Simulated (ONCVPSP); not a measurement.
helium: ONCV pseudisation with PW91, non-relativistic reference atom.

```
Element                 : helium
Generator               : ONCVPSP 4.0.1
Type                    : optimised norm-conserving Vanderbilt (ONCV)
Functional              : PW91
Relativity              : non-relativistic
Frozen core             : none
Valence charge          : 2
Reference configuration : 1s1 (charge +1)
Partial waves           : 1s: rc 0.40 bohr, ncon 4, nbas 7, qcut 20.1 1/bohr, 2 projectors, debl 1 Ha; p scattering state at 0.44 Ha: rc 0.45 bohr, ncon 4, nbas 8, qcut 17.9 1/bohr, 2 projectors, debl 1 Ha
Local potential         : polynomial inside 0.30 bohr (lpopt 5, dvloc0 3 Ha)
Core correction         : none
```

In the s channel the program set the typed energies aside and used -1.442, 0.250 Ha.

All-electron outer shells of the reference configuration (PW91, non-relativistic, ld1.x):

```tsv
shell	level (eV)	outermost node (bohr)	outermost maximum (bohr)
1s	-39.25	–	0.51
```

Task: Estimate the cutoffs (Ha) at which the residual kinetic energy of the hardest occupied pseudo-wave falls to 1 and 0.1 mHa per electron.

Result: 139 Ha and 194 Ha.

Task: Does the potential have ghost states?

Result: No bound ghost flagged; GHOST(+) flags only above 600 eV.

Task: Tests: 1s2; 1s1.5. Which has the largest error in its energy relative to the reference configuration, and how large is it?

Result: 1s2, with +1.3 meV (all-electron minus pseudo) on -27.08 eV.
